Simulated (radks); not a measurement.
Ionisation of the dysprosium ion Dy2+, [Xe] 4f10, to [Xe] 4f9 as the strength of local exchange is varied. All-electron calculation, scalar-relativistic Kohn-Sham, Slater X-alpha exchange (alpha = 2/3 is LDA exchange), no correlation, spin-polarised, spherical densities, point nucleus; open shells are filled with parallel spins first (spin-orbit coupling, left out, can overturn this in heavy ions). Program: a radial shooting solver on a logarithmic mesh with Libxc functionals.

\begin{tabular}{lrrrrr}
alpha & E(Dy2+) (hartree) & exchange (hartree) & IE (eV) & -e of the level emptied (eV) & <r> of it (bohr) \\ \hline
0.667 & -12142.3614 & -248.3978 & 22.159 & 13.993 (4f) & 0.8975 \\
0.843 & -12208.3596 & -315.7870 & 26.511 & 17.801 (4f) & 0.8574 \\
0.946 & -12247.1623 & -355.5734 & 29.258 & 20.266 (4f) & 0.8372 \\
0.987 & -12262.6446 & -371.4821 & 30.391 & 21.292 (4f) & 0.8298 \\
1.01 & -12271.3389 & -380.4241 & 31.036 & 21.878 (4f) & 0.8257 \\
\end{tabular}

NIST Atomic Spectra Database: 22.89 eV (semi-empirical). The Delta-SCF value meets it near alpha = 0.70. Open shells are spherical and high-spin; term and fine-structure splittings are not resolved. Spin-orbit splitting is averaged out at the scalar-relativistic level.
